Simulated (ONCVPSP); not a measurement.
**Configuration tests for sulfur (ONCV)**

```json
{"Element": "sulfur", "Generator": "ONCVPSP 4.0.1", "Type": "optimised norm-conserving Vanderbilt (ONCV)", "Functional": "LDA (Perdew-Zunger)", "Relativity": "non-relativistic", "Frozen core": "[He]", "Valence charge": "14", "Reference configuration": "2s2 2p6 3s1 3p5", "Partial waves": "2s+3s: rc 0.80 bohr, ncon 4, nbas 7, qcut 15.1 1/bohr, 2 projectors; 2p+3p: rc 0.80 bohr, ncon 4, nbas 8, qcut 18.5 1/bohr, 3 projectors, debl 3.9 Ha; d scattering state at 0.22 Ha: rc 0.65 bohr, ncon 4, nbas 7, qcut 17.5 1/bohr, 3 projectors, debl 2.4 Ha", "Local potential": "polynomial inside 0.65 bohr (lpopt 5, dvloc0 3 Ha)", "Core correction": "Teter function, fcfact 5.75, rcfact 1"}
```

Energies are relative to the spin-unpolarised reference configuration 2s2 2p6 3s1 3p5; without spin polarisation the order of configurations can differ from experiment.

```
valence configuration  charge  ΔE all-electron (eV)  error AE − PS (meV)
      2s2 2p6 3s2 3p4       0               -10.110                 +0.3
      2s2 2p6 3s2 3p2      +2                24.152                 +6.9
      2s2 2p6 3s1 3p4      +1                12.425                 +0.2
```

Question: What are ΔE and the potential's error for 2s2 2p6 3s2 3p3?

Answer: ΔE = 1.767 eV all-electron; the error (AE − PS) is +2.0 meV.
